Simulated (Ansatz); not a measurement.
```yaml
crystal:
  periodic: [false, false, false]
  atoms:
    - {symbol: C, position_ang: [-1.439637, -0.973626, 3.055850]}
    - {symbol: O, position_ang: [-1.303273, -0.532208, 1.747940]}
    - {symbol: Zr, position_ang: [-0.588915, -0.394388, -0.030456]}
    - {symbol: C, position_ang: [-2.218813, -1.165509, -1.387442]}
    - {symbol: N, position_ang: [-0.565547, 1.604998, -0.456712]}
    - {symbol: C, position_ang: [-0.705101, 2.682632, 0.489787]}
    - {symbol: C, position_ang: [-0.333346, 2.084384, -1.795832]}
    - {symbol: C, position_ang: [0.745121, -2.622046, 0.080492]}
    - {symbol: C, position_ang: [0.703579, -2.249353, -1.279616]}
    - {symbol: C, position_ang: [1.422228, -1.047341, -1.419412]}
    - {symbol: C, position_ang: [1.899441, -0.643508, -0.143275]}
    - {symbol: Si, position_ang: [2.867760, 0.890229, 0.239102]}
    - {symbol: C, position_ang: [1.470227, -1.640994, 0.776712]}
    - {symbol: H, position_ang: [-2.422078, -1.434552, 3.204641]}
    - {symbol: H, position_ang: [-1.346180, -0.136000, 3.756402]}
    - {symbol: H, position_ang: [-0.672053, -1.716217, 3.307346]}
    - {symbol: H, position_ang: [-2.445935, -2.228588, -1.255297]}
    - {symbol: H, position_ang: [-3.130136, -0.599694, -1.155119]}
    - {symbol: H, position_ang: [-2.000667, -1.008579, -2.450387]}
    - {symbol: H, position_ang: [-1.543827, 3.342532, 0.223496]}
    - {symbol: H, position_ang: [0.199779, 3.307866, 0.534289]}
    - {symbol: H, position_ang: [-0.893326, 2.293558, 1.492990]}
    - {symbol: H, position_ang: [-0.234839, 1.253151, -2.501412]}
    - {symbol: H, position_ang: [0.580686, 2.693171, -1.866719]}
    - {symbol: H, position_ang: [-1.171353, 2.702973, -2.148487]}
    - {symbol: H, position_ang: [0.268732, -3.489485, 0.515428]}
    - {symbol: H, position_ang: [0.208669, -2.790613, -2.071665]}
    - {symbol: H, position_ang: [1.570417, -0.503838, -2.342685]}
    - {symbol: H, position_ang: [4.309543, 0.579076, 0.441949]}
    - {symbol: H, position_ang: [2.363686, 1.525807, 1.486193]}
    - {symbol: H, position_ang: [2.750125, 1.847338, -0.890441]}
    - {symbol: H, position_ang: [1.655051, -1.631177, 1.842348]}
basis:
  gaussian: {orbitals: def2-SVPD, final_grid: {core_spheres: 5, valence_spheres: 4, degree: 11}}
hamiltonian: {xc: {name: PBE-QIDH}}
scf: {lower_state_search: light}
output: {forces: true}
```

```sh
$ ansatz run in.yaml --threads 10 --pin off --events-out ev --progress --plain --max-ram 110592MiB --backend cuda --devices 0, --max-vram 75GiB
```

Shortened log:

```
Functional definition: PBE-QIDH
4285 factors; integrals over basis functions are off by at most 1.1e-3 eV
mean field evaluation 1: about -22267.2978 eV, gradient 7.1e1 eV
mean field evaluation 2: about -22267.9076 eV, gradient 7.1e1 eV
mean field evaluation 4: about -22279.2355 eV, gradient 1.1e1 eV
mean field evaluation 8: about -22279.5233 eV, gradient 7.7e-1 eV
mean field evaluation 16: about -22279.5248 eV, gradient 1.1e-3 eV
mean field -22279.52479436 eV, -818.7574345885 hartree, gradient 7.3e-6 eV, S^2 0.000000; 0 other end points of the search recorded, 0 dependent functions left out
16 core orbitals not correlated: weight in the atoms' cores, before any rotation towards them, 1.000 or more for the frozen orbitals, at most 0.000 for the correlated occupied ones
reference -22279.52481439 eV, -818.7574353245 hartree; 41, 41 occupied and 376, 376 virtual orbitals, 4285 factors
second order -65.29491324 eV of doubles, -0.00000000 eV of singles
Total energy: -22301.28978547 eV, -819.5572832589 hartree
Atom 0 at    -1.439637    -0.973626     3.055850 Å, force     0.010521     0.068744    -0.099988 eV/Å
Atom 1 at    -1.303273    -0.532208     1.747940 Å, force     0.018744    -0.021188     0.177191 eV/Å
Atom 2 at    -0.588915    -0.394388    -0.030456 Å, force     0.196529    -0.137315    -0.217661 eV/Å
Atom 3 at    -2.218813    -1.165509    -1.387442 Å, force     0.208001     0.087379     0.167610 eV/Å
Atom 4 at    -0.565547     1.604998    -0.456712 Å, force     0.001952     0.125653    -0.028367 eV/Å
Atom 5 at    -0.705101     2.682632     0.489787 Å, force    -0.079807    -0.056927    -0.022680 eV/Å
Atom 6 at    -0.333346     2.084384    -1.795832 Å, force     0.034176    -0.060210     0.103012 eV/Å
Atom 7 at     0.745121    -2.622046     0.080492 Å, force    -0.125992    -0.050988     0.006527 eV/Å
Atom 8 at     0.703579    -2.249353    -1.279616 Å, force    -0.092443     0.068313     0.021657 eV/Å
Atom 9 at     1.422228    -1.047341    -1.419412 Å, force    -0.034221     0.063723    -0.024996 eV/Å
Atom 10 at     1.899441    -0.643508    -0.143275 Å, force    -0.068935     0.010850    -0.012296 eV/Å
Atom 11 at     2.867760     0.890229     0.239102 Å, force     0.156215     0.157139     0.041856 eV/Å
Atom 12 at     1.470227    -1.640994     0.776712 Å, force     0.045860     0.052088     0.052927 eV/Å
Atom 13 at    -2.422078    -1.434552     3.204641 Å, force    -0.071219    -0.023670     0.027502 eV/Å
Atom 14 at    -1.346180    -0.136000     3.756402 Å, force     0.008731     0.062164     0.024655 eV/Å
Atom 15 at    -0.672053    -1.716217     3.307346 Å, force     0.035546    -0.059902    -0.002209 eV/Å
Atom 16 at    -2.445935    -2.228588    -1.255297 Å, force    -0.040957    -0.135545    -0.013050 eV/Å
Atom 17 at    -3.130136    -0.599694    -1.155119 Å, force    -0.108554     0.037635     0.002849 eV/Å
Atom 18 at    -2.000667    -1.008579    -2.450387 Å, force    -0.003514     0.012744    -0.117928 eV/Å
Atom 19 at    -1.543827     3.342532     0.223496 Å, force    -0.037761     0.044612    -0.024105 eV/Å
Atom 20 at     0.199779     3.307866     0.534289 Å, force     0.059288     0.027365     0.033511 eV/Å
Atom 21 at    -0.893326     2.293558     1.492990 Å, force     0.003217    -0.071871     0.067904 eV/Å
Atom 22 at    -0.234839     1.253151    -2.501412 Å, force    -0.025670    -0.085340    -0.045637 eV/Å
Atom 23 at     0.580686     2.693171    -1.866719 Å, force     0.063702     0.034959     0.001198 eV/Å
Atom 24 at    -1.171353     2.702973    -2.148487 Å, force    -0.053706     0.053673    -0.059408 eV/Å
Atom 25 at     0.268732    -3.489485     0.515428 Å, force    -0.061017    -0.143425     0.069562 eV/Å
Atom 26 at     0.208669    -2.790613    -2.071665 Å, force    -0.026848    -0.130833    -0.161080 eV/Å
Atom 27 at     1.570417    -0.503838    -2.342685 Å, force     0.020659     0.067528    -0.151515 eV/Å
Atom 28 at     4.309543     0.579076     0.441949 Å, force    -0.026730    -0.004366     0.000842 eV/Å
Atom 29 at     2.363686     1.525807     1.486193 Å, force    -0.001988    -0.004121    -0.003305 eV/Å
Atom 30 at     2.750125     1.847338    -0.890441 Å, force    -0.020869     0.002316     0.013836 eV/Å
Atom 31 at     1.655051    -1.631177     1.842348 Å, force     0.017089     0.008817     0.171587 eV/Å
Dipole moment:     0.096378    -0.023515     0.198615 e Å
```

Hardware: 10 threads of an AMD EPYC 7R13 on a shared host and a whole NVIDIA H100 80 GB. Wall time 6 s, peak host memory 4.7 GiB.
